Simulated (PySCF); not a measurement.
## Br¹⁹⁺: ionisation energy

Br¹⁹⁺ [Ne] 3s2 3p4 [3p1/2^2 3p3/2^2, M_J = 2] → Br²⁰⁺ [Ne] 3s2 3p3 [3p1/2^2 3p3/2^1, M_J = 3/2], as a difference of total energies. All numbers are calculated (PySCF 2.14, the two-component X2C-1e Hamiltonian, in an uncontracted even-tempered set (19 s from 2.1 bohr⁻², ratio 2.4; 13 p from 2.7 bohr⁻², ratio 2.4; 5 d from 12 bohr⁻², ratio 2.6; 4 f from 18 bohr⁻², ratio 2.6)). Correlated levels: 1s2 frozen; the 50 highest virtual spinors dropped. "Screened" scales the spin-orbit matrix elements by Boettger's factors to mimic the two-electron term; Breit and QED terms are absent.

| method | ionisation energy (eV) |
| --- | --- |
| GHF (spin-free) | 807.07 |
| GMP2 (spin-free) | 808.15 |
| GHF (screened spin-orbit) | 809.46 |
| GMP2 (screened spin-orbit) | 810.31 |

**Question.** How much does correlation contribute at GMP2 (screened spin-orbit)?

**Answer.** 810.31 − (809.46) = 0.85 eV, measured against GHF (screened spin-orbit).

Breit and QED terms and the two-electron picture change are absent.

The spin-free rows relax to the high-spin LS determinant and lack the spin-orbit shift.

The labels give the starting determinants; with spin-orbit coupling the two ends relaxed to ⟨J²⟩ = 6.00, ⟨L²⟩ = 2.59, ⟨S²⟩ = 1.71 and ⟨J²⟩ = 3.76, ⟨L²⟩ = 0.47, ⟨S²⟩ = 3.16.

For comparison: 809.8 ± 1.2 eV (semi-empirical (NIST evaluation); NIST Atomic Spectra Database, ionization energies).
